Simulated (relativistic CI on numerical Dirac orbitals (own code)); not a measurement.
## Sensitivity of the levels of Tb XVI to α and to the nuclear radius

Computed by Dirac-Coulomb-Breit CI, separate exchange-only KLI orbitals for each configuration, derivatives by finite differences, unscaled Slater integrals, QED left out (own radial code, finite nucleus).

Configuration list (outside the closed core [Ar] 3d10 4p6 4d10): 4s2.4f4, 4s2.4f3.5s, 4s2.4f2.5s2, 4s2.4f2.5s.5p, 4s2.4f3.5p, 4s.4f3.5s2. Levels of other configurations are missing.

With x = (α/α₀)² − 1 an excitation energy changes as ω = ω₀ + qx; K = 2q/ω₀ is the relative enhancement. Terms are leading LS components, so labels can repeat. The field-shift factor is F = δν/δ⟨r²⟩ for the transition from the lowest level.

Lowest level 4s2.4f4 5I_4.

| Level | ω₀ (cm⁻¹) | q (cm⁻¹) | K | F (GHz/fm²) |
| --- | --- | --- | --- | --- |
| 4s2.4f4 5I_5 | 3532.5 | 3821 | 2.16 | 0.137 |
| 4s2.4f4 5I_6 | 7265.1 | 7371 | 2.03 | 0.271 |
| 4s2.4f4 5I_7 | 11071.2 | 10490 | 1.9 | 0.395 |
| 4s2.4f4 5I_8 | 14877.0 | 13170 | 1.77 | 0.507 |
| 4s2.4f4 5F_1 | 25821.6 | 2862 | 0.222 | 0.258 |
| 4s2.4f4 5F_2 | 26645.2 | 2582 | 0.194 | 0.271 |
| 4s2.4f4 5F_3 | 28723.3 | 5140 | 0.358 | 0.366 |
| 4s2.4f4 5S_2 | 30383.5 | 6544 | 0.431 | 0.406 |
| 4s2.4f4 5F_4 | 30459.2 | 4303 | 0.283 | 0.387 |
| 4s2.4f4 3K_6 | 31766.0 | 4592 | 0.289 | 0.359 |
| 4s2.4f4 5F_5 | 33788.8 | 9120 | 0.54 | 0.523 |
| 4s2.4f4 3K_7 | 34379.9 | 5450 | 0.317 | 0.405 |
| 4s2.4f4 3H_4 | 35176.0 | 2361 | 0.134 | 0.57 |

At this charge transitions that keep the count of f electrons are usually good to a few per cent. Terms inside the open d or f shell come out 10 to 20 % too wide with unscaled integrals. Levels and lines within the n = 5 or 6 shells can be off by up to 10 % or somewhat more, and those that change n by about 2 %, since core polarisation is missing. Levels that differ in their count of f electrons can be misplaced by several ten thousand cm⁻¹, since the correlation energy of f electrons is missing or only estimated; rates across such gaps can be off by orders of magnitude.
